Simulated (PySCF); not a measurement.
H₆N₂O₂Ti, SMILES [NH2][Ti]([NH2])([OH])[OH], multiplicity 1.

Geometry: B3LYP-D3(BJ)/def2-SVP. The multiplicity is an assumed one; no other spin state was optimised. The structure was generated by enumeration; whether it is a known compound was not checked. The values are those of a single conformer.

All values below come from PySCF with B3LYP/def2-TZVP.

The total energy is -1113.35095 hartree, the highest occupied level is -6.76 eV and the lowest empty level comes out as -1.16 eV. The orbital gap is 5.59 eV. The dipole moment is 0.84 D, the quadrupole, principal values (traceless, Buckingham form, about the centre of nuclear charge) comes out as -6.19, 1.67, 4.52 D·Å and the mean static polarisability is 60.5 bohr³ (8.97 Å³). The polarisability, principal values is 55.8, 60.7, 65.1 bohr³.
